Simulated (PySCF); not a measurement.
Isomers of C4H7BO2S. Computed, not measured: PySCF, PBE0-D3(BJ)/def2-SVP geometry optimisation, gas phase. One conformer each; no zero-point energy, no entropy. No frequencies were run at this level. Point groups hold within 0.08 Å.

Question: Order them by energy at this level, lowest first, and give relative energies in kcal/mol.
A. `[CH3:1][S:2][B@H-:3]1[O:4][CH:5]=[CH:6][CH:7]=[O+:8]1` with C1–S2–B3–O4 154°, S2–B3–O4–C5 90°, B3–O4–C5–C6 12°, C5–C6–C7–O8 -8°, S2–B3–O8–C7 -88°
B. `[CH3:1][C:2](=[S:3])[B:4]1[O:5][CH2:6][CH2:7][O:8]1` with C1–C2–B4–O5 -15°

Answer: B (0.0), A (12.0).

```tsv
SMILES	E (Eh)	E rel (kcal/mol)	dipole (D)	point group	A, B, C (MHz)
CC(=S)B1OCCO1	-729.32410	0.0	3.82	C1	3457, 1128, 872.8
CS[B@H-]1OC=CC=[O+]1	-729.30500	12.0	4.05	C1	3592, 1219, 1069
```

Question: How do the relative energies change in single points at PBE0/pcSseg-1 (no added dispersion term) on the same geometries?

Answer: 
| SMILES | PBE0-D3(BJ)/def2-SVP (kcal/mol) | PBE0/pcSseg-1 (kcal/mol) | shift |
| --- | --- | --- | --- |
| CC(=S)B1OCCO1 | 0.0 | 0.0 | 0.0 |
| CS[B@H-]1OC=CC=[O+]1 | 12.0 | 14.6 | +2.6 |

Each column counts from its own lowest isomer. The order is unchanged; the largest shift is 2.6 kcal/mol.
